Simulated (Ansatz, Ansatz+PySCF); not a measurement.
```xyz
7

C     0.2785   -0.6240    0.1902
C    -0.3296    0.6912   -0.2470
H     0.3001    1.5894   -0.1500
H    -1.2923    0.7886   -0.6499
H     1.2990   -0.7046   -0.1703
H     0.2800   -0.7084    1.2590
H    -0.3315   -1.5007   -0.1376
```

Basis set: def2-SVP (spherical functions). Left uncorrelated: 2 orbitals. Charge 0, multiplicity 2.

Computed with Ansatz (development build ahead of 0.2.0); each method stands on the lowest determinant of its kind that the runs found.

The atomization energy at this shape (free ground-state atoms in the same class of orbitals less the molecule, no zero-point energy) of doublet C₂H₅:

```csv
method,atomization energy
UHF,20.49 eV
```

**Question.** What does UHF-MP2 give?

**Answer.** 25.03 eV.
